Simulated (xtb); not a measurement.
trimethylboroxine (C3H9B3O3), SMILES CB1OB(C)OB(C)O1. All values are semi-empirical tight-binding results from xtb (GFN2-xTB unless named), good for trends rather than for accurate numbers. The structure is a stationary point at GFN2-xTB.

Optimised geometry:

Bonded distances (Å): C1–B2 1.587, C1–H10 1.085, C1–H11 1.086, C1–H12 1.088, B2–O3 1.367, B2–O9 1.367, O3–B4 1.367, B4–C5 1.587, B4–O6 1.367, C5–H13 1.087, C5–H14 1.087, C5–H15 1.085, O6–B7 1.367, B7–C8 1.587, B7–O9 1.367, C8–H16 1.086, C8–H17 1.085, C8–H18 1.088. Angles (°): B2–C1–H10 111.8, B2–C1–H11 111.5, B2–C1–H12 110.1, H10–C1–H11 108.8, H10–C1–H12 107.5, H11–C1–H12 106.9, C1–B2–O3 120.7, C1–B2–O9 120.5, O3–B2–O9 118.7, B2–O3–B4 121.3, O3–B4–C5 120.4, O3–B4–O6 118.7, C5–B4–O6 120.8, B4–C5–H13 110.6, B4–C5–H14 110.9, B4–C5–H15 111.9, H13–C5–H14 106.6, H13–C5–H15 108.2, H14–C5–H15 108.4, B4–O6–B7 121.3, O6–B7–C8 120.8, O6–B7–O9 118.7, C8–B7–O9 120.5, B7–C8–H16 111.3, B7–C8–H17 111.9, B7–C8–H18 110.3, H16–C8–H17 108.7, H16–C8–H18 106.7, H17–C8–H18 107.8, B2–O9–B7 121.3.
Charge 0, spin multiplicity 1.

A frequency run showed that this geometry is not a minimum.

Computed properties:
| Quantity | Result |
|---|---|
| orbital gap | 5.70 eV |
| dipole moment | 0.09 D |
| static polarisability (D4 model) | 81.8 bohr³ |
| solvation energy, GFN2-xTB/ALPB(water) | -0.7 kcal/mol |
| solvation energy, GFN2-xTB/ALPB(toluene) | -7.1 kcal/mol |

Task: Give the IR lines (harmonic; lines under 4 % of the strongest left out, lines within 3 cm⁻¹ merged). (An estimate is asked for; the answer gives what the named calculation found.)

Result: ν (cm⁻¹): 883 (w), 1275 (vs), 1378 (w) (against the strongest line: vs over 80 %, s over 45 %, m over 15 %, w over 4 %, vw less). 2 imaginary mode(s) remain.

Computed atomic charges and the Wiberg bond orders between heavy atoms:
charges (e) C1 -0.21, B2 0.45, O3 -0.40, B4 0.45, C5 -0.21, O6 -0.39, B7 0.45, C8 -0.21, O9 -0.40, H10 0.05, H11 0.05, H12 0.06, H13 0.05, H14 0.05, H15 0.05, H16 0.05, H17 0.05, H18 0.06. Bond orders C1–B2 1.00, B2–O3 1.11, O3–B4 1.11, B4–C5 1.00, B4–O6 1.11, O6–B7 1.11, B7–C8 1.00, B2–O9 1.11, B7–O9 1.11.
